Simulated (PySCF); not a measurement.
F4S, SMILES FS(F)(F)F. Atoms are numbered in the order given.

```xyz
5

F      1.2335     0.0000     0.6222
S      0.0000     0.0000    -0.3903
F      0.0000    -1.6679    -0.2753
F      0.0000     1.6679    -0.2753
F     -1.2335     0.0000     0.6222
```
Charge 0, spin multiplicity 1.

Geometry: TPSSh-D3(BJ)/def2-SVP.

The numbers are results of PBE0/pcSseg-2 (PySCF), not measurements.

GIAO shieldings, no solvent; atoms listed in one row are averaged. δ = σ(ref) − σ: ¹⁹F against CFCl3 (σ = 165.8 ppm); ³³S against H2S (σ = 711.3 ppm), references at their B3LYP-D3(BJ)/def2-TZVP geometries, non-relativistic.

| nucleus | atoms | count | δ (ppm) |
|---|---|---|---|
| ¹⁹F | F4, F3 | 2 | 116.1 |
| ¹⁹F | F1, F5 | 2 | 67.5 |
| ³³S | S2 | 1 | 737.4 |
